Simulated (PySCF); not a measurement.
**Calculated NMR parameters of OB(O)[C@@]12CC[C@@H]1C2**

- Formula: C5H9BO2
- SMILES: OB(O)[C@@]12CC[C@@H]1C2
- Point group of the computed structure: C1
- Carbon signals: 5
- Proton signals: 8

Mapped SMILES: `[OH:1][B:2]([OH:3])[C@@:4]12[CH2:5][CH2:6][C@@H:7]1[CH2:8]2`; H(Xn) means a hydrogen on atom n. Ha(C8) is cis to C6 on the ring; Ha(C5), Ha(C6) are cis to C8 on the ring; Hb(C8) is trans to C6 on the ring; Hb(C5), Hb(C6) are trans to C8 on the ring.

How the numbers were obtained: spin–spin couplings from B3LYP/pcJ-1 (spin–dipole term only in couplings to heteroatoms), PBE0-D3(BJ)/def2-SVP geometry, NMR shieldings at B3LYP/pcSseg-1/GIAO, in PySCF 2.14.0 with density-fitted response routines (non-relativistic Hamiltonian, in vacuum, fast rotation and ring inversion assumed for equivalent nuclei, a single conformation).

Scale: TMS for ¹H and ¹³C; ¹¹B vs BF3·OEt2; H2O for ¹⁷O (reference shieldings calculated alike).

```tsv
carbon	δC, type	δH (multiplicity, J in Hz)	HMBC from (abs. J ≥ 3 Hz)	span of the C tensor (ppm)
C4	12.0, C	–	Hb(C5), Ha(C6)	100
C5	25.5, CH2	Ha(C5) 1.20 (m); Hb(C5) 2.14 (tdd, 12.4, 4.5, 1.2)	Hb(C6), H(C7), Hb(C8), Ha(C8)	26
C6	24.9, CH2	Hb(C6) 1.94 (ttd, 12.3, 5.2, 1.2); Ha(C6) 1.38 (ddd, 12.3, 7.1, 4.5)	Hb(C5), H(C7), Hb(C8), Ha(C8)	23
C7	24.5, CH	1.56 (ddt, 6.5, 5.3, 1.9)	Hb(C6), Ha(C5)	70
C8	25.2, CH2	Hb(C8) 1.13 (ddt, 6.5, 4.3, 1.2); Ha(C8) 0.67 (dd, 4.3, 2.2)	Hb(C5), Hb(C6), Ha(C6), Ha(C5)	54
```

Other nuclei:
```json
{"atoms": "H(O1)/H(O3)", "nucleus": "¹H", "environment": "hydrogen on an oxygen bonded to B", "δ (ppm)": "2.50", "σ (ppm)": "28.88"}
{"atoms": "B2", "nucleus": "¹¹B", "environment": "boron bonded to C, 2 O", "δ (ppm)": "29.9", "σ (ppm)": "67.9"}
{"atoms": "O1/O3", "nucleus": "¹⁷O", "environment": "oxygen bonded to B, H", "δ (ppm)": "116.3", "σ (ppm)": "217.8"}
```

Selected couplings (Hz, signed; the shortest-range and largest first, 30 at most; isotopes ¹³C, ¹H, ¹¹B): ¹J(C7,H(C7)) 183.6, ¹J(C8,Ha(C8)) 170.9, ¹J(C8,Hb(C8)) 165.3, ¹J(C5,Hb(C5)) 144.3, ¹J(C6,Hb(C6)) 141.2, ¹J(C6,Ha(C6)) 140.1, ¹J(C5,Ha(C5)) 140.1, ¹J(B2,C4) 104.9, ¹J(C6,C7) 38.7, ¹J(C4,C5) 35.7, ¹J(C5,C6) 30.4, ¹J(C7,C8) 21.9, ¹J(C4,C8) 14.6, ¹J(C4,C7) 1.5, ²J(Ha(C5),Hb(C5)) -12.5, ²J(Hb(C6),Ha(C6)) -12.3, ²J(C5,C7) -7.0, ²J(C4,C6) -5.6, ²J(Hb(C8),Ha(C8)) -4.3, ²J(B2,C7) -1.8, ²J(B2,C5) 1.5, ³J(Hb(C5),Hb(C6)) 12.4, ³J(Ha(C5),Ha(C6)) 7.1, ³J(H(C7),Hb(C8)) 6.5, ³J(Hb(C6),H(C7)) 5.3, ³J(Ha(C5),Hb(C6)) 5.1, ³J(Hb(C5),Ha(C6)) 4.5, ³J(B2,Hb(C8)) 3.4, ³J(B2,H(C7)) 3.1, ³J(B2,Hb(C5)) 2.8.

1. δC 25.5, 24.9: sp3 CH2 in a ring; saturated and bonded to C and H only.
2. δC 25.2, 24.5, 12.0: three-membered-ring carbon; carbons of three-membered rings are unusually shielded.
3. δH 2.50: hydrogen on an oxygen bonded to B; exchangeable, gas-phase position.
4. δH 2.14, 1.94, 1.38, 1.20: hydrogen on an sp3 CH2 in a ring.
5. δH 1.56, 1.13, 0.67: hydrogen on a three-membered-ring carbon; cyclopropane-type protons are shielded by the ring.
6. The protons at 2.14 and 1.94 share a coupling of 12.4 Hz (vicinal).
7. The protons at 1.94 and 1.38 share a coupling of 12.3 Hz (geminal).
8. The protons at 1.56 and 1.13 share a coupling of 6.5 Hz (vicinal).
9. The protons at 1.94 and 1.56 share a coupling of 5.3 Hz (vicinal).

OH and NH positions are those of a molecule without intermolecular hydrogen bonds; in solution they move with solvent, concentration and temperature, and exchange usually removes their couplings. A carbon bonded to boron is broadened by the quadrupolar boron nucleus and is often missing from a measured spectrum. Splittings below 1 Hz are ignored in the labels, and close J values are merged. Unscaled 3J(H,H) at this level run about 10 % above measured values. Shifts are as computed. Against solution values, carbons near 30 ppm lie about +2 ppm off and those near 130 ppm about +6 ppm. Of 1313 compounds with measured shifts, 239 miss one by over three times the rms of a fit or turn the order of signals round; such compounds aren't used in these exercises. Experimental scales use liquid or dissolved standards, which lie at an offset from isolated H2O (liquid H2O: subtract about 36 ppm).
